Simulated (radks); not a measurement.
Values are calculated unless marked as measured or tabulated.
Problem. The table gives one normalised radial function P(r) = r R(r) of V4+ in [Ar] 3d1 (r in bohr). Code: a radial shooting solver on a logarithmic mesh with Libxc functionals. Model: non-relativistic Kohn-Sham, PBE, spin-polarised, spherical densities, point nucleus; open shells are filled with parallel spins first.

r          P
0.002775  0.0000
0.0035    0.0000
0.004449  0.0000
0.005656  0.0000
0.00719   0.0000
0.009067  0.0001
0.01153   0.0001
0.01465   0.0003
0.01848   0.0005
0.02349   0.0011
0.02986   0.0021
0.03796   0.0041
0.04788   0.0077
0.06086   0.0144
0.07737   0.0264
0.09758   0.0465
0.124     0.0808
0.1577    0.1353
0.2005    0.2171
0.2528    0.3268
0.3214    0.4712
0.4086    0.6358
0.5152    0.7914
0.655     0.9147
0.8327    0.9572
1.059     0.8929
1.335     0.7370
1.697     0.5200
2.157     0.3053
2.721     0.1452
3.459     0.0493

Which n and l does it have? It may be an empty orbital.

Solution. n = 3, l = 2: the number of nodes gives n - l - 1 = 0, the rise at small r (about r^(l+1)) gives l, and the extent must fit the shell. The curve is that of 3d up; the table hardly tells the two spins apart. 3d up: eigenvalue -56.017 eV, 0 radial nodes, <r> = 1.07 bohr, 90 % of the charge inside 1.75 bohr.
